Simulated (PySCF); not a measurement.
Excitation energy of Sb(2+) by level of theory

Sb(2+) [Kr] 4d10 5s2 5p1 (2P) → Sb(2+) [Kr] 4d10 5s1 5p2 (4P), as a difference of total energies. All numbers are calculated (PySCF 2.14, scalar relativity by spin-free X2C-1e, in aug-cc-pVQZ-DK3 (9s8p6d3f2g, 102 functions)). Correlated levels: valence: [Kr] 4d10 frozen. The calculations carry no spin-orbit coupling.

| method | excitation energy (eV) |
| --- | --- |
| UHF | 5.580 |
| MP2 (valence) | 6.350 |
| SCS-MP2 (valence) | 6.634 |
| CCSD (valence) | 6.564 |
| CCSD(T) (valence) | 6.580 |

**Question.** How much does correlation contribute at CCSD(T) (valence)?

**Answer.** 6.580 − (5.580) = 1.000 eV, measured against UHF.

A first-order spin-orbit estimate (lowest level to lowest level, LS coupling) adds 0.051 eV.
